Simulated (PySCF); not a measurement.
`B1NBNB(C(F)(F)F)N1`, CH5B3F3N3

Geometry:
```tsv
atom	x (Å)	y (Å)	z (Å)
F1	-2.848	-0.832	0.898
C2	-2.287	0.080	0.070
F3	-2.779	1.279	0.467
F4	-2.849	-0.149	-1.143
B5	-0.664	0.023	0.032
N6	0.011	-1.172	0.321
B7	1.433	-1.257	0.275
N8	2.127	-0.075	-0.074
B9	1.494	1.156	-0.371
N10	0.070	1.170	-0.307
H11	-0.518	-1.994	0.572
H12	1.991	-2.258	0.514
H13	3.134	-0.110	-0.112
H14	2.099	2.116	-0.655
H15	-0.417	2.031	-0.508
```

Level of theory: TDDFT BHandHLYP/def2-SVPD excited states, vertical, gas phase in PySCF 2.14.0. Geometry: GFN2-xTB.

Problem. How strongly do the lowest singlets absorb one photon, and two photons of half the energy?

Solution. δ for parallel linear polarisation; σ at the peak of a Lorentzian of half width 0.1 eV, single beam; Ω is circular over linear.
```
state  E (eV)      f  photon λ (nm)  δ (au)  σ (GM)     Ω                                  main
   S1    7.31  0.003            339    0.39    0.01  1.49  HOMO−1→LUMO+1 0.53, HOMO→LUMO+2 0.41
   S2    8.08  0.004            307    22.3    0.53  1.05                        HOMO→LUMO 0.81
   S3    8.13  0.050            305     183    4.42  0.16  HOMO→LUMO+1 0.79, HOMO−1→LUMO+2 0.17
   S4    8.17  0.003            304    15.7    0.38  1.49                      HOMO−1→LUMO 0.79
   S5    8.39  0.416            296    1.96    0.05  1.50  HOMO→LUMO+2 0.54, HOMO−1→LUMO+1 0.40
```

Among these, the strongest one-photon state is S5, the strongest two-photon state S3, with a dipole change of 2.2 D (relaxed, norm of the difference vector).
